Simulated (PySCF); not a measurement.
All values below come from PBE-D3(BJ)/def2-TZVP // PBE-D3(BJ)/def2-SVP (PySCF). Gas-phase values, no solvent. One relaxed conformer stands for a flexible species; it need not be the lowest. 

Reference species: [Cd(Br)2] (neutral, multiplicity 1).

```yaml
mean_distance_from_the_central_atom_to_its_bonded_neighbours: 2.420 Å
charge on the central atom (Mulliken): 0.66 e
LUMO: -3.25 eV
```

Changed species: [Cd(NH2)2] (0 of 2 NH2 replaced by Br; the reference has 2 of 2 NH2 replaced by Br).

Problem. What does the change do to the mean distance from the central atom to its bonded neighbours, charge on the central atom (Mulliken) and LUMO?

Solution. the mean distance from the central atom to its bonded neighbours falls by 0.399 Å, to 2.021 Å; the charge on the central atom (Mulliken) is nearly the same; the LUMO rises by 1.75 eV, to -1.50 eV.
